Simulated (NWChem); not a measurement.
System: CH₃Si cation

NWChem input:

```
start job
memory heap 200 mb stack 900 mb global 1100 mb
charge 1
geometry units angstroms
  C     -1.171753     0.126239    -0.002054
  Si     0.554337    -0.059782     0.000538
  H     -1.838741    -0.732054     0.023595
  H     -1.640564     1.106939    -0.025775
  H      1.995719    -0.214330     0.000380
end
basis spherical
  * library def2-svp
end
dft
  xc pbe0
  iterations 150
end
driver
  maxiter 120
end
task dft optimize
task dft freq
```

Parts of the log:

```
             Northwest Computational Chemistry Package (NWChem) 7.3.0
             --------------------------------------------------------

 C2V symmetry detected

                             Geometry "geometry" -> ""
                             -------------------------

 Output coordinates in angstroms (scale by  1.889725989 to convert to a.u.)

  No.       Tag          Charge          X              Y              Z
 ---- ---------------- ---------- -------------- -------------- --------------
    1 C                    6.0000     0.00000000     0.00000000     1.14558998
    2 Si                  14.0000     0.00000000     0.00000000    -0.59049669
    3 H                    1.0000     0.00000000    -0.92514955     1.71677643
    4 H                    1.0000     0.00000000     0.92514955     1.71677643
    5 H                    1.0000     0.00000000     0.00000000    -2.04013911

 Effective nuclear repulsion energy (a.u.)      44.0717888358

      Symmetry information
      --------------------

 Group name             C2v
 Group number             16
 Group order               4
 No. of unique centers     4

                                Z-matrix (autoz)
                                --------

 Units are Angstrom for bonds and degrees for angles

      Type          Name      I     J     K     L     M      Value
      ----------- --------  ----- ----- ----- ----- ----- ----------
    1 Stretch                  1     2                       1.73609
    2 Stretch                  1     3                       1.08727
    3 Stretch                  1     4                       1.08727
    4 Stretch                  2     5                       1.44964
    5 Bend                     2     1     3               121.69114
    6 Bend                     2     1     4               121.69114
    7 Bend                     3     1     4               116.61772
    8 Bend                     5     1     3               121.69114
    9 Bend                     5     1     4               121.69114
   10 Torsion                  2     1     3     4         180.00000
   11 Torsion                  2     1     4     3         180.00000
   12 Torsion                  1     3     2     5         180.00000
   13 Torsion                  1     4     2     5         180.00000

                           NWChem Geometry Optimization
                           ----------------------------

 maximum gradient threshold         (gmax) =   0.000450
 rms gradient threshold             (grms) =   0.000300
 maximum cartesian step threshold   (xmax) =   0.001800
 rms cartesian step threshold       (xrms) =   0.001200
 fixed trust radius                (trust) =   0.300000
 source of zmatrix                         =   autoz

          -------------------
          Energy Minimization
          -------------------

 Using diagonal initial Hessian
 Scaling for Hessian diagonals: bonds = 1.00  angles = 0.25  torsions = 0.10

          --------
          Step   0

                                 NWChem DFT Module
                                 -----------------

 Summary of "ao basis" -> "ao basis" (spherical)
 ------------------------------------------------------------------------------
       Tag                 Description            Shells   Functions and Types
 ---------------- ------------------------------  ------  ---------------------
 C                          def2-svp                 6       14   3s2p1d
 Si                         def2-svp                 8       18   4s3p1d
 H                          def2-svp                 3        5   2s1p

      Symmetry analysis of basis
      --------------------------

        a1         23
        a2          3
        b1          9
        b2         12

[...]

      ----------------------
      Optimization converged
      ----------------------

  Step       Energy      Delta E   Gmax     Grms     Xrms     Xmax
  ---- ---------------- -------- -------- -------- -------- --------
@    4    -328.68336924 -7.5D-07  0.00011  0.00005  0.00089  0.00177
                                     ok       ok       ok       ok

                                Z-matrix (autoz)
                                --------

 Units are Angstrom for bonds and degrees for angles

      Type          Name      I     J     K     L     M      Value     Gradient
      ----------- --------  ----- ----- ----- ----- ----- ---------- ----------
    1 Stretch                  1     2                       1.66828    0.00004
    2 Stretch                  1     3                       1.10027   -0.00011
    3 Stretch                  1     4                       1.10027   -0.00011
    4 Stretch                  2     5                       1.47877    0.00005
    5 Bend                     2     1     3               120.95275   -0.00002
    6 Bend                     2     1     4               120.95275   -0.00002
    7 Bend                     3     1     4               118.09450    0.00004
    8 Bend                     5     1     3               120.95275   -0.00002
    9 Bend                     5     1     4               120.95275   -0.00002
   10 Torsion                  2     1     3     4         180.00000    0.00000
   11 Torsion                  2     1     4     3         180.00000    0.00000
   12 Torsion                  1     3     2     5         180.00000    0.00000
   13 Torsion                  1     4     2     5         180.00000    0.00000

                         Geometry "geometry" -> "geometry"
                         ---------------------------------

 Output coordinates in angstroms (scale by  1.889725989 to convert to a.u.)

  No.       Tag          Charge          X              Y              Z
 ---- ---------------- ---------- -------------- -------------- --------------
    1 C                    6.0000     0.00000000     0.00000000     1.12640591
    2 Si                  14.0000     0.00000000     0.00000000    -0.54187524
    3 H                    1.0000     0.00000000    -0.94358582     1.69231095
    4 H                    1.0000     0.00000000     0.94358582     1.69231095
    5 H                    1.0000     0.00000000     0.00000000    -2.02064556

 Effective nuclear repulsion energy (a.u.)      45.1009961075

      Symmetry information
      --------------------

 Group name             C2v
 Group number             16
 Group order               4
 No. of unique centers     4

                Final and change from initial internal coordinates
                --------------------------------------------------

                                Z-matrix (autoz)
                                --------

 Units are Angstrom for bonds and degrees for angles

      Type          Name      I     J     K     L     M      Value       Change
      ----------- --------  ----- ----- ----- ----- ----- ---------- ----------
    1 Stretch                  1     2                       1.66828   -0.06781
    2 Stretch                  1     3                       1.10027    0.01300
    3 Stretch                  1     4                       1.10027    0.01300
    4 Stretch                  2     5                       1.47877    0.02913
    5 Bend                     2     1     3               120.95275   -0.73839
    6 Bend                     2     1     4               120.95275   -0.73839
    7 Bend                     3     1     4               118.09450    1.47678
    8 Bend                     5     1     3               120.95275   -0.73839
    9 Bend                     5     1     4               120.95275   -0.73839
   10 Torsion                  2     1     3     4         180.00000    0.00000
   11 Torsion                  2     1     4     3         180.00000    0.00000
   12 Torsion                  1     3     2     5         180.00000    0.00000
   13 Torsion                  1     4     2     5         180.00000    0.00000

[...]

 Rotational Constants
 --------------------
 A=   9.393386 cm-1  ( 13.514685 K)
 B=   0.505841 cm-1  (  0.727775 K)
 C=   0.479993 cm-1  (  0.690587 K)

 Temperature                      =   298.15K
 frequency scaling parameter      =   1.0000

 Zero-Point correction to Energy  =   18.267 kcal/mol  (  0.029110 au)
 Thermal correction to Energy     =   20.417 kcal/mol  (  0.032536 au)
 Thermal correction to Enthalpy   =   21.009 kcal/mol  (  0.033480 au)

 Total Entropy                    =   56.755 cal/mol-K
   - Translational                =   37.186 cal/mol-K (mol. weight =  43.0004)
   - Rotational                   =   17.813 cal/mol-K (symmetry #  =        2)
   - Vibrational                  =    1.757 cal/mol-K

 Cv (constant volume heat capacity) =    9.591 cal/mol-K
   - Translational                  =    2.979 cal/mol-K
   - Rotational                     =    2.979 cal/mol-K
   - Vibrational                    =    3.632 cal/mol-K

[normal modes left out]

 ----------------------------------------------------------------------------
 Normal Eigenvalue ||           Projected Infra Red Intensities
  Mode   [cm**-1]  || [atomic units] [(debye/angs)**2] [(KM/mol)] [arbitrary]
 ------ ---------- || -------------- ----------------- ---------- -----------
    1     -285.507 ||    0.000643           0.015         0.627       0.180
    2       -0.000 ||    0.000085           0.002         0.083       0.024
    3       -0.000 ||    0.028313           0.653        27.601       7.907
    4       -0.000 ||    0.028307           0.653        27.595       7.906
    5        0.000 ||    0.000110           0.003         0.107       0.031
    6        0.000 ||    0.000236           0.005         0.230       0.066
    7        0.000 ||    0.023235           0.536        22.651       6.489
    8      372.617 ||    0.002898           0.067         2.825       0.809
    9      692.397 ||    0.056339           1.300        54.922      15.734
   10      741.271 ||    0.068645           1.584        66.918      19.171
   11     1040.679 ||    0.000438           0.010         0.427       0.122
   12     1255.961 ||    0.022673           0.523        22.103       6.332
   13     2318.682 ||    0.054047           1.247        52.688      15.094
   14     3122.657 ||    0.116528           2.688       113.597      32.544
   15     3239.732 ||    0.134603           3.105       131.218      37.592
 ----------------------------------------------------------------------------

 ===============================================================================
      Negative Nuclear Hessian Mode    1  Eigenvalue =   -285.51 cm**(-1)
 -------------------------------------------------------------------------------
   Raw step length:  0.467 angstroms ;  The Raw step for this mode is:
    1 C                    6.0000     0.05354889    -0.00000000    -0.00000001
    2 Si                  14.0000    -0.03245562     0.00000000     0.00000000
    3 H                    1.0000    -0.09079576    -0.00000001    -0.00000003
    4 H                    1.0000    -0.09079576     0.00000001    -0.00000003
    5 H                    1.0000     0.44495258    -0.00000001    -0.00000000

  Geometry after  100.0% step for mode  1; Step length =  0.467 angstroms
   Maximum component (any atom: x,y, or z) displacement:  0.841
    1 C                    6.0000     0.05354889    -0.00000000     1.12640591
    2 Si                  14.0000    -0.03245562     0.00000000    -0.54187523
    3 H                    1.0000    -0.09079576    -0.94358583     1.69231093
    4 H                    1.0000    -0.09079576     0.94358583     1.69231093
    5 H                    1.0000     0.44495258    -0.00000001    -2.02064556

  Geometry after -100.0% step for mode  1; Step length =  0.467 angstroms
   Maximum component (any atom: x,y, or z) displacement:  0.841
    1 C                    6.0000    -0.05354889     0.00000000     1.12640592
    2 Si                  14.0000     0.03245562    -0.00000000    -0.54187524
    3 H                    1.0000     0.09079576    -0.94358581     1.69231098
    4 H                    1.0000     0.09079576     0.94358581     1.69231098
    5 H                    1.0000    -0.44495258     0.00000001    -2.02064555

  Geometry after   50.0% step for mode  1; Step length =  0.234 angstroms
   Maximum component (any atom: x,y, or z) displacement:  0.420
    1 C                    6.0000     0.02677445    -0.00000000     1.12640591
    2 Si                  14.0000    -0.01622781     0.00000000    -0.54187523
    3 H                    1.0000    -0.04539788    -0.94358582     1.69231094
    4 H                    1.0000    -0.04539788     0.94358582     1.69231094
    5 H                    1.0000     0.22247629    -0.00000000    -2.02064556

  Geometry after  -50.0% step for mode  1; Step length =  0.234 angstroms
   Maximum component (any atom: x,y, or z) displacement:  0.420
    1 C                    6.0000    -0.02677445     0.00000000     1.12640592
    2 Si                  14.0000     0.01622781    -0.00000000    -0.54187524
    3 H                    1.0000     0.04539788    -0.94358581     1.69231097
    4 H                    1.0000     0.04539788     0.94358581     1.69231097
    5 H                    1.0000    -0.22247629     0.00000000    -2.02064556

  Geometry after   23.8% step for mode  1; Step length =  0.111 angstroms
   Maximum component (any atom: x,y, or z) displacement:  0.200
    1 C                    6.0000     0.01273702    -0.00000000     1.12640591
    2 Si                  14.0000    -0.00771982     0.00000000    -0.54187523
    3 H                    1.0000    -0.02159648    -0.94358582     1.69231095
    4 H                    1.0000    -0.02159648     0.94358582     1.69231095
    5 H                    1.0000     0.10583545    -0.00000000    -2.02064556

  Geometry after  -23.8% step for mode  1; Step length =  0.111 angstroms
   Maximum component (any atom: x,y, or z) displacement:  0.200
    1 C                    6.0000    -0.01273702     0.00000000     1.12640592
    2 Si                  14.0000     0.00771982    -0.00000000    -0.54187524
    3 H                    1.0000     0.02159648    -0.94358582     1.69231096
    4 H                    1.0000     0.02159648     0.94358582     1.69231096
    5 H                    1.0000    -0.10583545     0.00000000    -2.02064556

  Geometry after   11.9% step for mode  1; Step length =  0.056 angstroms
   Maximum component (any atom: x,y, or z) displacement:  0.100
    1 C                    6.0000     0.00636851    -0.00000000     1.12640591
    2 Si                  14.0000    -0.00385991     0.00000000    -0.54187523
    3 H                    1.0000    -0.01079824    -0.94358582     1.69231095
    4 H                    1.0000    -0.01079824     0.94358582     1.69231095
    5 H                    1.0000     0.05291772    -0.00000000    -2.02064556

  Geometry after  -11.9% step for mode  1; Step length =  0.056 angstroms
   Maximum component (any atom: x,y, or z) displacement:  0.100
    1 C                    6.0000    -0.00636851     0.00000000     1.12640591
    2 Si                  14.0000     0.00385991    -0.00000000    -0.54187524
    3 H                    1.0000     0.01079824    -0.94358582     1.69231096
    4 H                    1.0000     0.01079824     0.94358582     1.69231096
    5 H                    1.0000    -0.05291772     0.00000000    -2.02064556
```

Level: PBE0/def2-SVP. The optimisation ended at a saddle point (imaginary frequency).
